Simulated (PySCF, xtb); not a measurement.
B(H)(OAc)(OH) (C2H5BO3), SMILES CC(=O)OBO.

GFN2-xTB in xtb at its own geometry gives an orbital gap of 4.69 eV and a dipole moment of 4.30 D.

The structure is a stationary point at PBE0-D3(BJ)/def2-SVP. The structure was generated by enumeration, and PubChem lists no compound with its InChIKey, so it may never have been made. Other conformers were not sampled.

**Question.** What does PBE/def2-TZVP (PySCF) give? (An estimate is asked for; the answer gives what the named calculation found.)

**Answer.** gap 4.98 eV (levels -6.54 and -1.57 eV), dipole 3.37 D.
